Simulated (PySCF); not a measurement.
RbH: energy against distance

Set-up: basis Rb def2-TZVPP with ECP28, H def2-TZVPP; scalar-relativistic core potentials; PySCF 2.14. Energies in eV from Rb + H in their ground configurations at the same level. State: ¹Σ⁺ (singlet), closed shell.

All columns are LDA. A positive dipole means Rb(−)H(+).

| R (Å) | E (eV) | μ (D) | Mulliken charge on Rb (basis-dependent) | HOMO (eV) | LUMO (eV) | Mayer bond order | ⟨S²⟩ |
| --- | --- | --- | --- | --- | --- | --- | --- |
| 2.079 | -1.682 | -6.12 | 0.39 | -3.56 | -1.49 | 0.85 | 0.00 |
| 2.176 | -1.798 | -6.46 | 0.37 | -3.55 | -1.54 | 0.86 | 0.00 |
| 2.273 | -1.860 | -6.78 | 0.36 | -3.53 | -1.60 | 0.87 | 0.00 |
| 2.345 | -1.880 | -7.01 | 0.35 | -3.51 | -1.64 | 0.87 | 0.00 |
| 2.418 | -1.881 | -7.23 | 0.35 | -3.49 | -1.68 | 0.88 | 0.00 |
| 2.490 | -1.867 | -7.44 | 0.34 | -3.47 | -1.72 | 0.88 | 0.00 |
| 2.587 | -1.830 | -7.71 | 0.33 | -3.44 | -1.78 | 0.89 | 0.00 |
| 2.708 | -1.761 | -8.02 | 0.33 | -3.40 | -1.85 | 0.89 | 0.00 |
| 2.853 | -1.657 | -8.38 | 0.32 | -3.36 | -1.93 | 0.90 | 0.00 |
| 3.047 | -1.499 | -8.80 | 0.31 | -3.31 | -2.04 | 0.90 | 0.00 |

A fit through these points gives, at Re = 2.386 Å, μ = -7.13 D and dμ/dR = -3.01 D/Å; the reduced mass is 0.996 u.

Problem. How strong is the fundamental in the double-harmonic approximation, I = 42.26·(dμ/dR)²/μred km/mol?

Solution. I = 42.26·(-3.01)²/0.996 = 384 km/mol at LDA.
